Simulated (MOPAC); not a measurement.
MOPAC input (MNDO):

```
MNDO PRECISE GNORM=0.05 LET XYZ GEO-OK AUX(PRECISION=9) THREADS=1
CHF

C    -0.56687300 1    0.45164200 1   -0.01738300 1
F     0.52970900 1   -0.26358300 1    0.01653200 1
H    -1.36614000 1   -0.33761100 1   -0.04448900 1
```

From the output:

```
                                                       MOPAC v23.2.5 Linux

          FINAL HEAT OF FORMATION =         21.52569 KCAL/MOL =      90.06347 KJ/MOL

          COSMO AREA              =         60.30 SQUARE ANGSTROMS
          COSMO VOLUME            =         42.41 CUBIC ANGSTROMS

          GRADIENT NORM           =          0.00081          =       0.00047 PER ATOM
          IONIZATION POTENTIAL    =          9.899346 EV
          HOMO LUMO ENERGIES (EV) =         -9.899 -0.147
          NO. OF FILLED LEVELS    =          6
          MOLECULAR WEIGHT        =         32.0173         POINT GROUP:  Cs

          MOLECULAR DIMENSIONS (Angstroms)

            Atom       Atom       Distance
            H     3    F     2     1.98521
            F     2    C     1     0.67617
            F     2    H     3     0.00000

          SCF CALCULATIONS        =         11

   ATOM   CHEMICAL          X               Y               Z
  NUMBER   SYMBOL      (ANGSTROMS)     (ANGSTROMS)     (ANGSTROMS)

     1       C         -0.56170974  *   0.41108342  *  -0.01729103  *
     2       F          0.54284144  *  -0.24414871  *   0.01698914  *
     3       H         -1.44097976  *  -0.28197546  *  -0.04679121  *

                             CARTESIAN COORDINATES

   1    C       -0.561709744     0.411083423    -0.017291030
   2    F        0.542841437    -0.244148708     0.016989142
   3    H       -1.440979760    -0.281975463    -0.046791215

           Empirical Formula: C H F  =     3 atoms

      MOLECULAR POINT GROUP   :   Cs

                  EIGENVALUES
 -48.27335 -24.29147 -18.43683 -17.39093 -16.86779  -9.89935  -0.14738   3.46581
   5.44022

              NET ATOMIC CHARGES AND DIPOLE CONTRIBUTIONS

  ATOM NO.   TYPE          CHARGE      No. of ELECS.   s-Pop       p-Pop
    1          C           0.215437        3.7846     1.67838     2.10618
    2          F          -0.151854        7.1519     1.86536     5.28649
    3          H          -0.063582        1.0636     1.06358
 DIPOLE           X         Y         Z       TOTAL
 POINT-CHG.    -0.537     0.690    -0.016     0.874
 HYBRID        -0.230    -1.711    -0.011     1.726
 SUM           -0.767    -1.021    -0.027     1.278

          ATOMIC ORBITAL ELECTRON POPULATIONS

     Atom    s        px        py        pz
    1  C   1.67838   0.68415   1.22726   0.19477
    2  F   1.86536   1.61817   1.86274   1.80558
    3  H   1.06358

 **********************
 *                    *
 * JOB ENDED NORMALLY *
 *                    *
 **********************

 == MOPAC DONE ==
```

The geometry given is a B3LYP-D3(BJ)/def2-TZVP minimum.
